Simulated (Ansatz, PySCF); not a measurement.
Species: sum formula SiPH$_{4}$, net charge 0, doublet state. It need not be the lowest isomer of its formula. SMILES: [SiH3][PH]
Structure (B3LYP-D3(BJ)/def2-TZVP (Ansatz, a program for electronic structure) minimum search):
```xyz
6

Si    -1.0291     0.0960     0.1960
P      1.1626    -0.1750    -0.2869
H     -1.8251    -0.8330    -0.6382
H     -1.4580     1.4879    -0.0877
H     -1.2885    -0.1975     1.6273
H      1.5394     0.8235     0.6571
```
Charge 0, spin multiplicity 2.

Property: atomisation energy (electronic, to ground-state atoms), in kJ/mol. Valence correlation only, unless marked. Open shells are spin-unrestricted. No spin-orbit coupling. No relativistic terms. The coupled-cluster limit lacks core correlation, which all-electron functionals hold. CBS marks a two-point X^-3 extrapolation of the correlation energy; Hartree-Fock from the larger set. [CCSD(T)-MP2]/basis is that difference in the basis named.

| level | program | atomisation energy (kJ/mol) |
|---|---|---|
| SVWN5/def2-TZVPD | Ansatz | 1718.3 |
| PBE-D3(BJ)/def2-TZVPD | Ansatz + dftd3 | 1542.2 |
| BP86-D3(BJ)/def2-TZVPD | PySCF + dftd3 | 1601.7 |
| TPSS/def2-TZVPD | PySCF | 1598.1 |
| TPSS-D4/def2-TZVPD | PySCF + dftd4 | 1611.4 |
| M06-L-D4/def2-TZVPD | PySCF + dftd4 | … |
| PBE0-D4/def2-TZVP | Ansatz + dftd4 | 1535.4 |
| r2SCAN0/def2-TZVPD | Ansatz | 1544.8 |
| CAM-B3LYP-D3(BJ)/def2-TZVPD | Ansatz + dftd3 | … |
| LC-wPBE-D3(BJ)/def2-TZVPD | Ansatz + dftd3 | … |
| B2PLYP/def2-TZVPD | Ansatz | … |
| SCS-MP2/6-31G | Ansatz | 1113.3 |
| SCS-MP2/aug-cc-pV(D+d)Z | Ansatz | 1422.4 |
| CCSD/STO-3G | Ansatz | 1828.9 |
| CCSD/aug-cc-pV(D+d)Z | Ansatz | 1415.2 |
| RI-MP2/CBS(aug-cc-pV(T+d)Z,aug-cc-pV(Q+d)Z)+[CCSD(T)-MP2]/aug-cc-pV(T+d)Z | Ansatz | 1553.2 |

Task: Fill in the missing entries.

Result: 
- M06-L-D4/def2-TZVPD, atomisation energy (kJ/mol): 1571.8
- CAM-B3LYP-D3(BJ)/def2-TZVPD, atomisation energy (kJ/mol): 1567.0
- LC-wPBE-D3(BJ)/def2-TZVPD, atomisation energy (kJ/mol): 1536.2
- B2PLYP/def2-TZVPD, atomisation energy (kJ/mol): 1523.7
